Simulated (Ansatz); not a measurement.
A structure relaxed at PBE-D4/def2-TZVP in Ansatz, charge 0, doublet:

```csv
atom,x (Å),y (Å),z (Å)
Cs1,2.4905,-0.4270,-0.4183
Cs2,-1.8862,-0.7453,1.5642
I3,-0.6043,1.1723,-1.1459
```

(1) Give its formula and point group.

(2) Summarise the bond lengths by kind (pairs closer than 1.2 times the sum of covalent radii, bridged metal pairs left out).

## Answers

(1) the cluster Cs₂I. Point group C2v (tolerance 0.1 Å).

(2) 2 × Cs–I 3.56 Å.

In the def2 sets Cs, I take a core potential; there is no spin–orbit coupling. The structure comes from a short search, and lower isomers may exist.
